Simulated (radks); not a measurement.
Question: The mean radii <r> (bohr) of the occupied orbitals of an atom or ion are listed with their occupations. Method: scalar-relativistic Kohn-Sham, PBE, spin-unpolarised, spherical densities, finite nucleus; Fermi nuclear charge, rms radius of each element as measured or else 0.836 A^(1/3) + 0.57 fm; computed with a radial shooting solver on a logarithmic mesh with Libxc functionals.

orbital  occ.      <r>
1s          2  0.06304
2s          1   0.2613

Name the element and its charge.

Answer: Z = 24, chromium, charge +21: Cr21+ in [He] 2s1. The 1s radius gives Z: for a bare nucleus <r> = (2 gamma + 1)/(2Z) with gamma = sqrt(1 - (Z/c)^2), 0.06186 bohr for Z = 24, and screening makes it slightly larger (0.06304 here). The occupations add up to 3, and the charge is Z minus that.
